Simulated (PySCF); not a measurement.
Species: C₆H₉O (charge -1).
Cartesian coordinates in Å at the GFN2-xTB level; atoms count from 1:
```
atom  x, y, z in Å
O1     1.4445    0.0958    2.0580
C2     0.8824   -0.1072    0.9103
C3    -0.6587   -0.1325    0.9583
C4    -1.5853   -0.2212   -0.2180
C5    -1.4955    1.0502    0.5725
C6     1.4632    0.4146   -0.4136
C7     1.4570   -1.0772   -0.1470
H8    -0.9855   -0.6563    1.8527
H9    -2.4871   -0.8182   -0.1297
H10   -1.1715   -0.2309   -1.2163
H11   -0.9952    1.8924    0.1155
H12   -2.3386    1.3351    1.1918
H13    0.8275    0.7904   -1.2093
H14    2.4266    0.9080   -0.3746
H15    0.7936   -1.6928   -0.7463
H16    2.4151   -1.5412    0.0518
```

Computed geometry: GFN2-xTB, gas phase.

Masses are those of the commonest isotopes; rigid-rotor values at the optimised geometry. The values belong to one conformer with, in the numbering `[O-:1][C:2]1([CH:3]2[CH2:4][CH2:5]2)[CH2:6][CH2:7]1`, O1–C2–C3–C4 174°.

What are A, B and C (MHz)?

Ia = 111.86, Ib = 221.24, Ic = 264.17 u·Å²; 505379 MHz·u·Å²/I gives A = 4518, B = 2284, C = 1913 MHz.

What kind of rotor is it?

An asymmetric top: κ = (2 × 2284 − 4518 − 1913)/(4518 − 1913) ≈ -0.71.

What does the inertial defect say?

Not planar: Δ = Ic − Ia − Ib = -68.93 u·Å². For a rigid frame Δ = −2 Σ m c², so Σ m c² = 34.46 u·Å² lies off the ab plane: 12.14 from hydrogen and 22.33 from heavier atoms. The atom farthest from that plane is 1.62 Å away.

List the rotational levels J(Ka,Kc) to J = 3 (MHz).

Above 0(0,0):
J = 1: 1(0,1) 4197, 1(1,1) 6431, 1(1,0) 6802
J = 2: 2(0,2) 12550, 2(1,2) 14455, 2(1,1) 15568, 2(2,1) 22269, 2(2,0) 22312
J = 3: 3(0,3) 24975, 3(1,3) 26465, 3(1,2) 28689, 3(2,2) 34861, 3(2,1) 35070, 3(3,1) 46983, 3(3,0) 46986
The levels of one J sum to (2J + 1)J(J + 1)(A + B + C)/3.

Not checked by GFN2-xTB frequencies. Zero-point vibration and centrifugal distortion are left out.
